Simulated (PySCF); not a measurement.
**Calculated properties of `C#C[C@@H]1BCC[C@H]1OC`**

Compound: C7H11BO.
Cartesian coordinates in Å at the PBE0-D3(BJ)/def2-SVP level; atoms count from 1:
```
atom  x, y, z in Å
C1     2.4021   -2.4893    0.0335
C2     1.8068   -1.4642   -0.2172
C3     1.1000   -0.2268   -0.4766
B4     1.7443    1.1527   -0.0691
C5     0.5708    2.0924    0.3642
C6    -0.7023    1.3516   -0.0552
C7    -0.3478   -0.1392    0.0335
O8    -1.1687   -0.9833   -0.7157
C9    -2.4181   -1.2343   -0.1498
H10    2.9266   -3.4012    0.2480
H11    1.0255   -0.0809   -1.5821
H12    2.9221    1.4101   -0.1005
H13    0.6623    2.0995    1.4732
H14    0.6256    3.1506    0.0677
H15   -0.9440    1.5691   -1.1099
H16   -1.5889    1.6152    0.5415
H17   -0.3600   -0.4562    1.0990
H18   -2.3284   -1.6560    0.8708
H19   -3.0511   -0.3281   -0.0898
H20   -2.9311   -1.9699   -0.7848
```

Among its groups: alkyne, ether and three-coordinate boron.

PBE0-D3(BJ)/def2-SVP geometry optimisation, gas phase (PySCF):

* Point group: C1
* Rotational constants A, B, C: 1.856, 1.563, 0.900 GHz

From CAM-B3LYP/def2-SVPD ground state, ΔSCF and vertical TDDFT (core frozen in the response) (PySCF):

* Dipole moment: 2.10 D
* HOMO energy: -8.58 eV
* LUMO energy: 0.08 eV
* HOMO–LUMO gap: 8.66 eV
* Lowest singlet excitation: 5.29 eV (234 nm, f = 0.001)
* Strongest line among the 10 lowest singlet transitions: S8 at 7.19 eV (173 nm, f = 0.019)
* Lowest triplet excitation (Tamm–Dancoff): 4.93 eV
* Static isotropic polarisability: 97.0 au
* Vertical ionisation energy: 9.31 eV
* Electronic spatial extent ⟨r²⟩ about the centre of nuclear charge: 1321 bohr²

PBE0/pcSseg-1 ground state and GIAO shieldings, non-relativistic (PySCF):

* Lowest Hirshfeld atomic charge: -0.14 e on C1/C5/O8
* Highest Hirshfeld atomic charge: +0.18 e on B4
* 13C chemical shifts (computed TMS as zero) by class: 89.8 (C7), 85.8 (C2), 74.6 (C1), 58.6 (C9), 46.5 (C3), 30.4 (C6), 29.0 (C5) ppm
* 1H chemical shifts (computed TMS as zero) by class: 7.51 (H12), 3.39 (H18/H19/H20), 3.37 (H17), 2.32 (H16), 1.97 (H14), 1.94 (H10), 1.91 (H11), 1.03 (H15), 0.63 (H13) ppm
* Isotropic shieldings of nuclei other than C and H, by class: 12 (B4), 287 (O8) ppm
* Mayer bond orders between heavy atoms: C1–C2 2.47, C2–C3 1.08, C3–B4 0.91, B4–C5 0.98, C5–C6 1.05, C6–C7 1.01, C7–O8 0.93, O8–C9 0.94, C7–C3 0.99

Monoisotopic mass from the formula: 122.0903 u.

The dipole matches unit charges of opposite sign 0.44 Å apart (1 e·Å = 4.8032 D). The vertical singlet–triplet gap S1 − T1 is 0.36 eV (TDDFT singlet less Tamm–Dancoff triplet; S1: HOMO→LUMO, weight 0.88; T1: HOMO→LUMO, weight 0.78). In wavenumbers S1 is 42700 cm⁻¹ (1 eV = 8065.54 cm⁻¹). The principal polarisabilities are 76.7, 99.1 and 115.3 au; their mean is the isotropic value.

 NMR classes are plain means over equivalent atoms (diastereotopic ones count apart unless rotation or inversion swaps them), as if these changed places fast; in this geometry the members of some classes differ.

One conformer stands for the species.
